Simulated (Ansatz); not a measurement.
Ansatz (a first-principles code) input (HF/6-31G*):

Ansatz 0.2 input:
```yaml
crystal:
  periodic: [false, false, false]
  atoms:
    - {symbol: C, position_ang: [2.55642617, 0.04130018, -0.64730132]}
    - {symbol: C, position_ang: [1.13546193, 0.45725321, -0.76755704]}
    - {symbol: C, position_ang: [0.05668055, -0.18055245, 0.04378963]}
    - {symbol: C, position_ang: [0.17053696, 0.22017918, 1.52980535]}
    - {symbol: C, position_ang: [-1.33051595, 0.13869590, -0.53193345]}
    - {symbol: C, position_ang: [-2.48436442, -0.60721000, 0.13243711]}
    - {symbol: H, position_ang: [3.04991275, 0.48602525, 0.23097054]}
    - {symbol: H, position_ang: [3.14233795, 0.34297366, -1.51773699]}
    - {symbol: H, position_ang: [2.64716327, -1.04357288, -0.53321122]}
    - {symbol: H, position_ang: [0.90558156, 1.37961327, -1.29036282]}
    - {symbol: H, position_ang: [0.19873043, -1.27042574, -0.00229357]}
    - {symbol: H, position_ang: [1.16658813, 0.00200929, 1.91710144]}
    - {symbol: H, position_ang: [-0.54972898, -0.32020995, 2.14605454]}
    - {symbol: H, position_ang: [-0.01105129, 1.29104900, 1.65046120]}
    - {symbol: H, position_ang: [-1.31837314, -0.09614802, -1.59988878]}
    - {symbol: H, position_ang: [-1.49899303, 1.21880560, -0.45821248]}
    - {symbol: H, position_ang: [-2.32405443, -1.68791178, 0.09745324]}
    - {symbol: H, position_ang: [-2.60589302, -0.32394877, 1.17893700]}
    - {symbol: H, position_ang: [-3.42757156, -0.39625512, -0.37471389]}
basis:
  gaussian:
    orbitals: 6-31G*
hamiltonian:
  xc: {name: HF}
magnetization: {spin_polarized: true, initial_magnetization: 1}
relax: {f_tol: 0.003, max_steps: 120}
```

Output:

```
Functional definition: HF
integrals: 0.08 GiB planned
1437 factors; integrals over basis functions are off by at most 4.1e-4 eV
mean field: 0.74 GiB planned
mean field evaluation 1: about -6383.7283 eV, gradient 2.4e1 eV
mean field evaluation 2: about -6383.8343 eV, gradient 2.4e1 eV
mean field evaluation 4: about -6387.4428 eV, gradient 2.9e0 eV
mean field evaluation 8: about -6387.5099 eV, gradient 3.5e-1 eV
mean field -6387.51186696 eV, -234.7367314996 hartree, gradient 2.3e-5 eV, S^2 0.763733; 0 other end points of the search recorded, 0 dependent functions left out
the calculation of the forces begins
reference -6387.51186696 eV, -234.7367314996 hartree; 25, 24 occupied and 91, 92 virtual orbitals, 1437 factors
relax step   1: F+E_penalty+E_count = -6387.51186696 eV  Δ(F+E_penalty+E_count) = +0.000e0 eV  max|allowed force component| = 7.319e-1 eV/Å  Δτ_max = 0.0000 Å  (41 SCF iters, accepted)
these checks for a lower state are left out or cut short: starts, cluster_reference, orbital_swaps, neighbouring_geometries, increment
integrals: 0.08 GiB planned
1437 factors; integrals over basis functions are off by at most 4.0e-4 eV
mean field: 0.74 GiB planned
mean field evaluation 16: about -6387.4108 eV, gradient 1.4e0 eV
mean field -6387.53295302 eV, -234.7375063983 hartree, gradient 2.2e-5 eV, S^2 0.763417; 0 other end points of the search recorded, 0 dependent functions left out
the calculation of the forces begins
reference -6387.53295302 eV, -234.7375063983 hartree; 25, 24 occupied and 91, 92 virtual orbitals, 1437 factors
relax step   2: F+E_penalty+E_count = -6387.53295302 eV  Δ(F+E_penalty+E_count) = -2.109e-2 eV  max|allowed force component| = 2.926e-1 eV/Å  Δτ_max = 0.0413 Å  (36 SCF iters, accepted)
these checks for a lower state are left out or cut short: starts, cluster_reference, orbital_swaps, neighbouring_geometries, increment
integrals: 0.08 GiB planned
1437 factors; integrals over basis functions are off by at most 4.0e-4 eV
mean field: 0.74 GiB planned
mean field -6387.53661558 eV, -234.7376409948 hartree, gradient 2.3e-5 eV, S^2 0.763212; 0 other end points of the search recorded, 0 dependent functions left out
the calculation of the forces begins
reference -6387.53661558 eV, -234.7376409948 hartree; 25, 24 occupied and 91, 92 virtual orbitals, 1437 factors
relax step   3: F+E_penalty+E_count = -6387.53661558 eV  Δ(F+E_penalty+E_count) = -3.663e-3 eV  max|allowed force component| = 3.933e-2 eV/Å  Δτ_max = 0.0387 Å  (37 SCF iters, accepted)
these checks for a lower state are left out or cut short: starts, cluster_reference, orbital_swaps, neighbouring_geometries, increment
integrals: 0.08 GiB planned
1437 factors; integrals over basis functions are off by at most 4.0e-4 eV
mean field: 0.74 GiB planned
mean field evaluation 32: about -6387.5379 eV, gradient 2.1e-1 eV
mean field -6387.53808271 eV, -234.7376949107 hartree, gradient 2.0e-5 eV, S^2 0.762927; 0 other end points of the search recorded, 0 dependent functions left out
the calculation of the forces begins
reference -6387.53808271 eV, -234.7376949107 hartree; 25, 24 occupied and 91, 92 virtual orbitals, 1437 factors
relax step   4: F+E_penalty+E_count = -6387.53808271 eV  Δ(F+E_penalty+E_count) = -1.467e-3 eV  max|allowed force component| = 2.260e-2 eV/Å  Δτ_max = 0.0920 Å  (35 SCF iters, accepted)
these checks for a lower state are left out or cut short: starts, cluster_reference, orbital_swaps, neighbouring_geometries, increment
integrals: 0.08 GiB planned
1437 factors; integrals over basis functions are off by at most 4.0e-4 eV
mean field: 0.74 GiB planned
mean field -6387.53857948 eV, -234.7377131666 hartree, gradient 2.4e-5 eV, S^2 0.763008; 0 other end points of the search recorded, 0 dependent functions left out
the calculation of the forces begins
reference -6387.53857948 eV, -234.7377131666 hartree; 25, 24 occupied and 91, 92 virtual orbitals, 1437 factors
relax step   5: F+E_penalty+E_count = -6387.53857948 eV  Δ(F+E_penalty+E_count) = -4.968e-4 eV  max|allowed force component| = 8.823e-3 eV/Å  Δτ_max = 0.0370 Å  (38 SCF iters, accepted)
these checks for a lower state are left out or cut short: starts, cluster_reference, orbital_swaps, neighbouring_geometries, increment
integrals: 0.08 GiB planned
1437 factors; integrals over basis functions are off by at most 4.1e-4 eV
mean field: 0.74 GiB planned
mean field -6387.53879275 eV, -234.7377210043 hartree, gradient 2.3e-5 eV, S^2 0.762999; 0 other end points of the search recorded, 0 dependent functions left out
the calculation of the forces begins
reference -6387.53879275 eV, -234.7377210043 hartree; 25, 24 occupied and 91, 92 virtual orbitals, 1437 factors
relax step   6: F+E_penalty+E_count = -6387.53879275 eV  Δ(F+E_penalty+E_count) = -2.133e-4 eV  max|allowed force component| = 1.293e-2 eV/Å  Δτ_max = 0.0394 Å  (36 SCF iters, accepted)
these checks for a lower state are left out or cut short: starts, cluster_reference, orbital_swaps, neighbouring_geometries, increment
integrals: 0.08 GiB planned
1437 factors; integrals over basis functions are off by at most 4.1e-4 eV
mean field: 0.74 GiB planned
mean field -6387.53886046 eV, -234.7377234924 hartree, gradient 1.3e-5 eV, S^2 0.762997; 0 other end points of the search recorded, 0 dependent functions left out
the calculation of the forces begins
reference -6387.53886046 eV, -234.7377234924 hartree; 25, 24 occupied and 91, 92 virtual orbitals, 1437 factors
relax step   7: F+E_penalty+E_count = -6387.53886046 eV  Δ(F+E_penalty+E_count) = -6.771e-5 eV  max|allowed force component| = 1.133e-2 eV/Å  Δτ_max = 0.0203 Å  (29 SCF iters, accepted)
these checks for a lower state are left out or cut short: starts, cluster_reference, orbital_swaps, neighbouring_geometries, increment
integrals: 0.08 GiB planned
1437 factors; integrals over basis functions are off by at most 4.1e-4 eV
mean field: 0.74 GiB planned
mean field -6387.53891329 eV, -234.7377254342 hartree, gradient 1.5e-5 eV, S^2 0.762981; 0 other end points of the search recorded, 0 dependent functions left out
the calculation of the forces begins
reference -6387.53891329 eV, -234.7377254342 hartree; 25, 24 occupied and 91, 92 virtual orbitals, 1437 factors
relax step   8: F+E_penalty+E_count = -6387.53891329 eV  Δ(F+E_penalty+E_count) = -5.284e-5 eV  max|allowed force component| = 1.029e-2 eV/Å  Δτ_max = 0.0242 Å  (29 SCF iters, accepted)
these checks for a lower state are left out or cut short: starts, cluster_reference, orbital_swaps, neighbouring_geometries, increment
integrals: 0.08 GiB planned
1437 factors; integrals over basis functions are off by at most 4.1e-4 eV
mean field: 0.74 GiB planned
mean field evaluation 64: about -6387.5381 eV, gradient 3.0e-1 eV
mean field -6387.53893209 eV, -234.7377261250 hartree, gradient 1.2e-5 eV, S^2 0.762976; 0 other end points of the search recorded, 0 dependent functions left out
the calculation of the forces begins
reference -6387.53893209 eV, -234.7377261250 hartree; 25, 24 occupied and 91, 92 virtual orbitals, 1437 factors
relax step   9: F+E_penalty+E_count = -6387.53893209 eV  Δ(F+E_penalty+E_count) = -1.880e-5 eV  max|allowed force component| = 7.084e-3 eV/Å  Δτ_max = 0.0117 Å  (28 SCF iters, accepted)
these checks for a lower state are left out or cut short: starts, cluster_reference, orbital_swaps, neighbouring_geometries, increment
integrals: 0.08 GiB planned
1437 factors; integrals over basis functions are off by at most 4.1e-4 eV
mean field: 0.74 GiB planned
mean field -6387.53893768 eV, -234.7377263302 hartree, gradient 1.8e-5 eV, S^2 0.762978; 0 other end points of the search recorded, 0 dependent functions left out
the calculation of the forces begins
reference -6387.53893768 eV, -234.7377263302 hartree; 25, 24 occupied and 91, 92 virtual orbitals, 1437 factors
relax step  10: F+E_penalty+E_count = -6387.53893768 eV  Δ(F+E_penalty+E_count) = -5.585e-6 eV  max|allowed force component| = 1.804e-3 eV/Å  Δτ_max = 0.0059 Å  (27 SCF iters, accepted)
integrals: 0.08 GiB planned
1437 factors; integrals over basis functions are off by at most 4.1e-4 eV
mean field: 0.74 GiB planned
mean field -6387.53893768 eV, -234.7377263302 hartree, gradient 1.8e-5 eV, S^2 0.762978; 1 other end points of the search recorded, 0 dependent functions left out
the calculation of the forces begins
reference -6387.53893768 eV, -234.7377263302 hartree; 25, 24 occupied and 91, 92 virtual orbitals, 1437 factors
Total energy: -6387.53893768 eV, -234.7377263302 hartree
Atom 0 at     2.562658     0.001136    -0.700723 Å, force     0.001628    -0.000400     0.000903 eV/Å
Atom 1 at     1.141188     0.479808    -0.748010 Å, force     0.000347     0.000952    -0.001804 eV/Å
Atom 2 at     0.058463    -0.169582     0.077405 Å, force    -0.000005     0.000929     0.000307 eV/Å
Atom 3 at     0.151680     0.268808     1.550865 Å, force    -0.000721    -0.000541    -0.000114 eV/Å
Atom 4 at    -1.324040     0.119954    -0.531746 Å, force     0.000445    -0.000071    -0.000422 eV/Å
Atom 5 at    -2.486039    -0.633517     0.117350 Å, force     0.000021    -0.000294     0.000485 eV/Å
Atom 6 at     3.084939     0.348795     0.192259 Å, force    -0.000834    -0.000719    -0.001659 eV/Å
Atom 7 at     3.126109     0.359034    -1.556824 Å, force    -0.000909    -0.000316     0.000933 eV/Å
Atom 8 at     2.613378    -1.084414    -0.697679 Å, force    -0.000115     0.001589     0.000006 eV/Å
Atom 9 at     0.966778     1.491048    -1.083474 Å, force     0.000120    -0.000968     0.000549 eV/Å
Atom 10 at     0.217487    -1.247662     0.046049 Å, force    -0.000176    -0.000094     0.000126 eV/Å
Atom 11 at     1.141044     0.073620     1.952121 Å, force    -0.000062    -0.000077    -0.000240 eV/Å
Atom 12 at    -0.560922    -0.259965     2.174816 Å, force    -0.000383    -0.000117     0.000507 eV/Å
Atom 13 at    -0.041748     1.333939     1.648920 Å, force    -0.000032    -0.000135     0.000019 eV/Å
Atom 14 at    -1.289838    -0.134447    -1.587883 Å, force     0.000592     0.000087    -0.000045 eV/Å
Atom 15 at    -1.515552     1.190647    -0.483209 Å, force    -0.000015    -0.000083     0.000019 eV/Å
Atom 16 at    -2.309896    -1.705877     0.110719 Å, force    -0.000253     0.000053     0.000221 eV/Å
Atom 17 at    -2.647452    -0.330368     1.146143 Å, force     0.000055     0.000180     0.000239 eV/Å
Atom 18 at    -3.409362    -0.449288    -0.423301 Å, force     0.000296     0.000025    -0.000031 eV/Å
Dipole moment:     0.017279     0.007873     0.026686 e Å
```

The geometry given is a B3LYP-D3(BJ)/def2-TZVP minimum.
